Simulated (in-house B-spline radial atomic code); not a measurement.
How numerical settings move a run on Be, [He] 2s2. Computed with a B-spline radial code for spherical atoms: non-relativistic PW91, spherical fractional occupations, point nucleus.

Command:
```bash
python run_scf.py task.json out
```
Settings of the sound reference run:
```
Z                4
electrons        4
configuration    [He] 2s2
hamiltonian      nr
method           pw91,pw91
spin_polarised   False
knot_spacing     0.22
spline_order     8
gauss_points     12
box_radius       50
max_iterations   70
damping          0.5
damped_steps     3
diis_vectors     10
tolerance        1e-08
start            Thomas-Fermi
```

Time taken, with all properties: 0.14 s on 1 thread of Arm Neoverse V1 (shared host).

It converges in 9 iterations to -14.647939 hartree, with 2s at -5.63794 eV. The other runs change the listed settings, some to values that make no sense; their results aren't properties of the atom or ion. Radii are in bohr (the nuclear one in fm), a minus after a letter asks for a j subshell, and «unchanged» means within 1e-8 hartree. The run stops when the residual is below 10 × tolerance × max(1, Z/10), or a noise floor if that is larger, and the energy moves by less than 1e-8 × √|E| hartree; so very loose and very tight tolerances often act alike.

| changed settings | outcome |
| --- | --- |
| spline_order = 7 | converged in 9 iterations, energy +1.01e-06 hartree from the reference, 2s level +2.6e-05 eV |
| diis_vectors = 0 | converged in 19 iterations, energy unchanged, 2s level +7.9e-07 eV |
| diis_vectors = 1 | converged in 13 iterations, energy unchanged, 2s level -4.3e-06 eV |
| gauss_points = 5, box_radius = 7.5, max_iterations = 60 | converged in 8 iterations, energy +3.08e-03 hartree from the reference, 2s level +1.8e-01 eV (the program warns: 2s reaches the box edge) |
| hamiltonian = dirac, method = hf, spin_polarised = True, nucleus = fermi, rms_radius = 2.519, mass_number = 9, atomic_mass = 9.012183, speed_of_light = 137.036 | stopped with error: spin polarisation is not served with the Dirac Hamiltonian |
| electrons = 12, configuration = [He] 2s2 4s2 4p6, max_iterations = 60 | converged in 21 iterations to -13.8805 hartree, a different physical problem (warning: 2s has a positive eigenvalue: unbound, held by the box) |
| spline_order = 10 | converged in 9 iterations, energy +6.52e-07 hartree from the reference, 2s level +1.7e-05 eV |
| spline_order = 5 | converged in 9 iterations, energy +8.11e-07 hartree from the reference, 2s level -3.8e-05 eV |
| first_knot = 0.25, max_iterations = 50, diis_vectors = 4, tolerance = 1e-06 | converged in 8 iterations, energy +3.99e-07 hartree from the reference, 2s level +4.8e-05 eV |
| max_iterations = 3 | not converged after 3 iterations, last residual 6.0e-03, last energy +1.90e-03 hartree from the reference |
| diis_vectors = 20 | converged in 9 iterations, energy unchanged |
| first_knot = 2.5e-05, max_iterations = 8, damped_steps = 1 | converged in 7 iterations, energy -1.98e-08 hartree from the reference, 2s level +1.6e-05 eV |
| diis_vectors = 2 | converged in 9 iterations, energy unchanged, 2s level -1.1e-06 eV |
| max_iterations = 8 | not converged after 8 iterations, last residual 2.7e-07, last energy +1.00e-12 hartree from the reference |

(1) What happens with max_iterations = 5?

(2) What happens with max_iterations = 2?

(3) What happens with electrons = 5, configuration = [He] 2s2 1f1, max_iterations = 100?

(4) What happens with spline_order = 6?

## Answers

(1) Not converged after 5 iterations, last residual 5.5e-04, last energy +2.19e-05 hartree from the reference.

(2) Not converged after 2 iterations, last residual 1.6e-02, last energy +1.41e-02 hartree from the reference.

(3) Stopped with error: there is no 1f shell.

(4) Converged in 9 iterations, energy -4.38e-08 hartree from the reference, 2s level +3.4e-05 eV.
